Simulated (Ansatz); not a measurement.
Relaxation of CH4FInS (8 atoms, charge 0, multiplicity 1), to a largest force component of 0.015 eV/Å in at most 40 steps.

Theory: RKS PBE0-D4/def2-SVPD in Ansatz 0.2.0.

```xyz
8
Properties=species:S:1:pos:R:3
F -0.859 1.008 0.414
C 0.518 1.213 0.379
S 1.401 -0.346 0.689
In 3.264 0.517 -0.649
H 0.751 1.611 -0.611
H 0.764 1.925 1.169
H 3.923 2.041 -0.204
H 3.923 -0.377 -1.960
```

Task: Where does it end, and by what steps?

Result: It converged. After 21 steps the energy has fallen by 0.475 eV; H5 moved furthest, 1.54 Å.

```
step  energy less start (eV)  largest force component (eV/Å)  accepted
   0                  0.0000                           0.922       yes
   1                 -0.1061                           0.541       yes
   2                 -0.1663                           0.313       yes
   3                 -0.2355                           0.314       yes
   4                 -0.2856                           0.478       yes
   5                 -0.3450                           0.229       yes
   6                 -0.3658                           0.078       yes
   7                 -0.3662                           0.356       yes
   8                 -0.3661                           1.011        no
   9                 -0.3872                           0.212       yes
  10                 -0.4042                           0.316       yes
  11                 -0.4256                           0.149       yes
  12                 -0.4323                           0.072       yes
  13                 -0.4450                           0.137       yes
  14                 -0.4461                           0.443       yes
  15                 -0.4657                           0.099       yes
  16                 -0.4706                           0.046       yes
  17                 -0.4733                           0.028       yes
  18                 -0.4737                           0.027       yes
  19                 -0.4740                           0.119       yes
  20                 -0.4744                           0.033       yes
  21                 -0.4748                           0.008       yes
```

```xyz
8
Properties=species:S:1:pos:R:3
F -0.200 1.351 -0.468
C 0.563 1.269 0.678
S 1.621 -0.199 0.678
In 3.242 0.462 -1.004
H 1.149 2.195 0.753
H -0.119 1.185 1.535
H 3.107 2.109 -1.467
H 4.322 -0.780 -1.480
```

Whether the end is a true minimum wasn't checked by a vibrational analysis.

Time of the run: 67 s on 2 threads of Intel(R) Xeon(R) 6975P-C (Granite Rapids) (shared host), peak memory 0.39 GiB.
